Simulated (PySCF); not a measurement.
Species: C9H10O.
Atom-mapped SMILES: `[CH2:1]=[CH:2][CH2:3][c:4]1[cH:5][cH:6][cH:7][c:8]([OH:9])[cH:10]1`

Geometry (GFN2-xTB, Å), atoms numbered from 1 in this order:
```xyz
20
C9H10O angstrom
C      3.1075    1.1204    0.0346
C      2.3218    0.0692   -0.0987
C      1.3632   -0.4161    0.9482
C     -0.0318   -0.4536    0.3816
C     -0.6062   -1.6439   -0.0396
C     -1.8775   -1.6492   -0.5893
C     -2.5876   -0.4742   -0.7309
C     -2.0166    0.7256   -0.3176
O     -2.7377    1.8702   -0.4717
C     -0.7434    0.7292    0.2344
H      3.1218    1.7091    0.9380
H      3.7798    1.4323   -0.7467
H      2.3236   -0.5057   -1.0157
H      1.4027    0.2437    1.8173
H      1.6555   -1.4219    1.2613
H     -0.0605   -2.5703    0.0633
H     -2.3203   -2.5799   -0.9115
H     -3.5782   -0.4609   -1.1559
H     -2.2246    2.6231   -0.1546
H     -0.2966    1.6637    0.5505
```

NICS is the negative of the GIAO shielding at a point without a nucleus: at the ring centre (0) and 1 Å above and below it (1); zz is the component along the ring normal. Level: GIAO PBE0/pcSseg-1 (PySCF, non-relativistic, gas phase) on the GFN2-xTB geometry, one conformer.

Ring bond lengths (Å), with Mayer bond orders in brackets: C4–C5 1.387 (1.42), C5–C6 1.385 (1.42), C6–C7 1.380 (1.46), C7–C8 1.392 (1.39), C8–C10 1.388 (1.38), C10–C4 1.388 (1.38).

Problem. Give the NICS values of each ring in ppm.

Solution. 
```
              ring                                              type  NICS(0)  NICS(1), two faces  NICS(1)zz, two faces  rms pucker (Å)  centre to ring atoms, mean (Å)
C4–C5–C6–C7–C8–C10  6-membered carbocycle; formal bonds all aromatic     -9.3       -10.8 / -10.8         -26.0 / -26.3            0.00                            1.39
```

Problem. What can be read from them?

Solution. 
- C4–C5–C6–C7–C8–C10: mean NICS(1)zz -26.2 ppm, shielded, aromatic by this magnetic criterion (flat ring, no four-coordinate atom).

Problem. And the bond-length index? HOMA = 1 − mean of α(R − Ropt)² over the ring bonds, with Krygowski's 1993 parameters (CC: Ropt 1.388 Å, α 257.7 Å⁻²).

Solution. 
- C4–C5–C6–C7–C8–C10: HOMA 1.00 = 1 − EN − GEO, with mean bond length 1.387 Å, EN = α(Ropt − mean)² = 0.000 and GEO = α × variance = 0.003. The geometric and the magnetic index point the same way.

Problem. At the first NICS(1) probe listed for ring C4–C5–C6–C7–C8–C10, 1 Å off the ring, how large is the induced field along the normal in 7.05 T applied along it?

Solution. NICSzz × B0 = -26.0 ppm × 7.05 T = -183 μT, against the applied field.

Problem. List the ring angles and the Hirshfeld charges of the ring atoms.

Solution. 
- C4–C5–C6–C7–C8–C10: C4 119.1° (+0.009 e), C5 120.3° (-0.070 e), C6 120.6° (-0.047 e), C7 119.5° (-0.073 e), C8 119.8° (+0.075 e), C10 120.7° (-0.085 e); sum 720.0° against 720° for a flat convex ring.

Problem. What are the shieldings of the ring atoms and their hydrogens in the same run (means over atoms taken as equivalent)?

Solution. 
```json
{"atoms": "C4", "environment": "substituted aromatic carbon", "σ isotropic (ppm)": "39.2"}
{"atoms": "C5", "environment": "aromatic CH carbon", "σ isotropic (ppm)": "62.4"}
{"atoms": "C6", "environment": "aromatic CH carbon", "σ isotropic (ppm)": "51.0"}
{"atoms": "C7", "environment": "aromatic CH carbon", "σ isotropic (ppm)": "69.1"}
{"atoms": "C8", "environment": "aromatic carbon bearing oxygen", "σ isotropic (ppm)": "22.7"}
{"atoms": "C10", "environment": "aromatic CH carbon", "σ isotropic (ppm)": "67.9"}
{"atoms": "H16", "environment": "aromatic hydrogen", "σ isotropic (ppm)": "24.79"}
{"atoms": "H17", "environment": "aromatic hydrogen", "σ isotropic (ppm)": "24.20"}
{"atoms": "H18", "environment": "aromatic hydrogen", "σ isotropic (ppm)": "24.69"}
{"atoms": "H20", "environment": "aromatic hydrogen", "σ isotropic (ppm)": "25.16"}
```
